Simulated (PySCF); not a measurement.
PySCF input:

```python
from pyscf import gto, scf, dft

mol = gto.M(
    atom='''
    Mg   -0.00000000   -0.00000000   -0.73136473
    O     0.00000000    0.00000000    1.09704709
    ''',
    basis='def2-tzvpd',
    charge=2,
    spin=2,
    symmetry='C2v',
    verbose=4,
)

mf = dft.UKS(mol, xc='m062x').density_fit(auxbasis='def2-universal-jkfit')
mf.grids.level = 4
mf.conv_tol = 1e-9
mf.max_cycle = 100
mf.max_memory = 1500
mf.kernel()
if not mf.converged:
    mf = mf.newton()
    mf.kernel(mf.make_rdm1())
mf.analyze()
```

Q: What final total energy does it print?

A: -274.30921 Eh (M06-2X/def2-TZVPD).

This state (charge 2, triplet) is run at the relaxed geometry of the species with charge 1 and multiplicity 2.
